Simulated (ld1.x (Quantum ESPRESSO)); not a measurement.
Sm: one change to a TM semilocal potential, before and after

- Element: samarium
- Generator: ld1.x (Quantum ESPRESSO) 7.5
- Type: norm-conserving Troullier–Martins (semilocal form)
- Functional: PBE
- Relativity: scalar-relativistic
- Frozen core: [Xe]
- Valence charge: 8
- Reference configuration: 4f6 5d0 6s2 6p0
- Partial waves: 6s (bound): rc 3.55 bohr; 5d (bound, empty): rc 2.85 bohr; 4f (bound): rc 0.90 bohr; 6p (bound, empty): rc 4.05 bohr
- Local potential: the p channel
- Core correction: a·sin(br)/r model core inside 0.75 bohr

Change: wave 6s (bound): rc 3.55 bohr becomes 6s (bound): rc 4.66 bohr.

Cutoffs: the cutoffs (Ry, on a coarse ladder) from which the occupation-weighted sum of valence levels, in a spherical-Bessel basis at the reference potential, stays within 10 and 1 mRy of its value at 400 Ry; they do not see the model core or the augmentation charge, which bear on the density cutoff. Errors are all-electron minus pseudo energies relative to the spin-unpolarised reference configuration.

What does the change do?

Of the 6 tests that both files solve, the error grows in 4 and shrinks in 0 by more than 15 % and 0.3 meV (median size 42.9 → 91.6 meV); neither file shows a bound ghost at the reference potential, the only one tested. More of the atom is replaced by a form fitted at one configuration, so other configurations suffer. A semilocal file is local in each channel, so a ghost entry of none says nothing of the separable form that plane-wave codes build from it.

```tsv
quantity	base	changed
bound ghosts	none	none
tests counted (converged, no solver errors)	6 of 7	6 of 7
error for 4f6 5d0 6s1 6p0, meV [ΔE 5.95 eV]	-7.1	-6.6
error for 4f6 5d0 6s0 6p0, meV [ΔE 17.04 eV]	-60	-115
error for 4f5 5d0 6s0 6p0, meV [ΔE 40.88 eV]	-1398	-1715
error for 4f5 5d1 6s2 6p0, meV [ΔE 2.95 eV]	-683	-609
error for 4f6 5d0 6s1 6p1, meV [ΔE 2.44 eV]	-7.2	-15
error for 4f6 5d0 6s0 6p1, meV [ΔE 9.08 eV]	-26	-68
```

Base: Tests not counted: 4f7 5d0 6s0 6p0 (pseudo-atom not self-consistent, printed error -557 eV). These tests converged, but a pseudo level misses the all-electron one widely, so the file describes the atom poorly there or has found another state: 4f5 5d0 6s0 6p0: 4f by 3.1 eV; 4f5 5d1 6s2 6p0: 4f by 1.9 eV. Changed file: Tests not counted: 4f7 5d0 6s0 6p0 (pseudo-atom not self-consistent, printed error -364 eV). These tests converged, but a pseudo level misses the all-electron one widely, so the file describes the atom poorly there or has found another state: 4f5 5d0 6s0 6p0: 4f by 3.4 eV.
